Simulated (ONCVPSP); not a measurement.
# tin (Sn): excitation energies, all-electron against ONCV

Sn (Z = 50), optimised norm-conserving Vanderbilt (ONCV), made with ONCVPSP 4.0.1 (LDA (Perdew-Wang 92), scalar-relativistic). Core [Ar] 3d10 4s2, reference 4p6 4d10 5s2 5p2. Waves: 5s: rc 2.00 bohr, ncon 4, nbas 7, qcut 2.6 1/bohr, 2 projectors, debl 3.8 Ha; 4p+5p: rc 1.60 bohr, ncon 4, nbas 7, qcut 8.1 1/bohr, 2 projectors; 4d: rc 1.65 bohr, ncon 4, nbas 9, qcut 11.5 1/bohr, 3 projectors, debl 2.5 Ha. Local part: polynomial inside 1.05 bohr (lpopt 1, dvloc0 3 Ha). Core correction: Teter function, fcfact 2.75, rcfact 1.35.

Energies are relative to the spin-unpolarised reference configuration 4p6 4d10 5s2 5p2; without spin polarisation the order of configurations can differ from experiment.

```tsv
valence configuration	charge	ΔE all-electron (eV)	error AE − PS (meV)
4p6 4d10 5s2 5p1	+1	7.092	-2.2
4p6 4d10 5s2 5p0	+2	21.350	-9.1
4p6 4d10 5s1 5p0	+3	52.797	-18
```

Q: What are ΔE and the potential's error for 4p6 4d10 5s0 5p4?

A: ΔE = 14.405 eV all-electron; the error (AE − PS) is -27 meV.

Levels in the configuration 4p6 4d10 5s0 5p4:

```
level  all-electron (eV)  pseudo (eV)
   4p            -92.510      -92.273
   4d            -28.732      -28.625
   5p             -5.031       -5.031
```

Note: ghosts flagged at negative energy: s at -16.1 eV; no localised positive-energy state flagged. A true bound ghost makes a file unfit for plane-wave use.
